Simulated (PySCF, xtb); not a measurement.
C₂H₃O₂, SMILES [CH2]OC=O, multiplicity 2. Atoms are numbered in the order given.

```xyz
7

C     -0.4468    -1.3942     0.0000
O      0.6462    -0.5769     0.0000
C      0.4502     0.7702     0.0000
O     -0.6224     1.3112     0.0000
H     -1.4376    -0.9424     0.0000
H     -0.2106    -2.4548     0.0000
H      1.4379     1.2669     0.0000
```
Charge 0, spin multiplicity 2.

Geometry optimised at TPSSh-D3(BJ)/def2-SVP. The geometry has at least one imaginary mode, so it is a saddle point at that level. The isomer is the one that the SMILES or the coordinates give; other isomers of the formula were not compared. One conformer was computed; it need not be the lowest.

The numbers are results of PySCF 2.14.0 with C-PCM-M06-2X/def2-SVP, not measurements.

The values are the electrostatic part of the solvation free energy, E(continuum) − E(gas) at the gas-phase geometry, in a cavity of scaled van der Waals radii (PySCF's table); cavitation and dispersion terms are not included. The dipole moment in vacuum is 1.57 D.

Computed values in water (ε = 78.36), 1-octanol (ε = 9.86), toluene (ε = 2.37):
```json
[
 {"solvent": "water", "ε": "78.36", "ΔG(elec) (kcal/mol)": "-4.2", "dipole (D)": "1.95"},
 {"solvent": "1-octanol", "ε": "9.86", "ΔG(elec) (kcal/mol)": "-3.8", "dipole (D)": "1.91"},
 {"solvent": "toluene", "ε": "2.37", "ΔG(elec) (kcal/mol)": "-2.3", "dipole (D)": "1.77"}
]
```

For comparison, GFN2-xTB/ALPB(water) (xtb, at the GFN2-xTB geometry, all terms of that model) gives -2.3 kcal/mol.
